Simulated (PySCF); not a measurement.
## Indirect couplings

Bonds (- single, = double, # triple, : aromatic): F1-C2 1.353 Å, C2=C3 1.329 Å, C3-C4 1.451 Å, C4=C5 1.331 Å, C5-C6 1.502 Å, C6-C7 1.530 Å, C7-C2 1.496 Å. C3 carries H8; C4 carries H9; C5 carries H10; C6 carries H11, H12; C7 carries H13, H14.

Method: B3LYP/pcJ-1 (spin–dipole term only in couplings to heteroatoms)//GFN2-xTB, PySCF 2.14.0 with density-fitted response routines; isolated molecule, single conformer, non-relativistic. Couplings are averaged over pairs made equivalent by symmetry, fast rotation or ring inversion, so a value needn't be that of the named pair in this geometry, while other rotamers aren't included; one pair stands for each set, and the list holds a selection of those of at least 0.8 Hz over up to four bonds. One-bond C–F couplings come out tens of Hz too large with common functionals.

Isotopes: $^{19}$F, $^{13}$C, $^{1}$H.

| pair | bonds | J (Hz) |
| --- | --- | --- |
| F1, C2 | 1 | -346.6 |
| C2, C3 | 1 | 92.0 |
| C2, C7 | 1 | ? |
| C3, C4 | 1 | 56.4 |
| C3, H8 | 1 | 167.9 |
| C4, C5 | 1 | ? |
| C4, H9 | 1 | 167.8 |
| C5, C6 | 1 | 42.4 |
| C5, H10 | 1 | ? |
| C6, C7 | 1 | 35.2 |
| C6, H11 | 1 | 134.9 |
| C7, H13 | 1 | 135.9 |
| C2, C4 | 2 | 2.2 |
| C2, H8 | 2 | ? |
| C5, C7 | 2 | -3.4 |
| C6, H10 | 2 | 5.8 |
| C6, H13 | 2 | -4.8 |
| C7, H11 | 2 | -4.5 |
| H11, H12 | 2 | -18.4 |
| F1, H13 | 3 | ? |
| C2, H9 | 3 | 10.0 |
| C3, C6 | 3 | 5.2 |
| C4, H11 | 3 | ? |
| C5, H8 | 3 | 7.0 |
| C5, H13 | 3 | ? |
| C7, H8 | 3 | ? |

Task: Estimate the withheld couplings, with signs.

Result: 
- $^{1}J$(C2,C7) = 52.2 Hz (bond length 1.496 Å)
- $^{1}J$(C4,C5) = 76.8 Hz (bond length 1.331 Å)
- $^{1}J$(C5,H10) = 167.0 Hz (bond length 1.079 Å, sp2 carbon)
- $^{2}J$(C2,H8) = -6.6 Hz (angle at C3 122°)
- $^{3}J$(F1,H13) = 3.1 Hz (mean over equivalent pairs that range from -7.3 to 13.5 Hz in this conformer)
- $^{3}J$(C4,H11) = 6.7 Hz (dihedral angle 90°)
- $^{3}J$(C5,H13) = 6.9 Hz (mean over equivalent pairs that range from 3.9 to 10.0 Hz in this conformer)
- $^{3}J$(C7,H8) = 4.6 Hz (dihedral angle 177°)
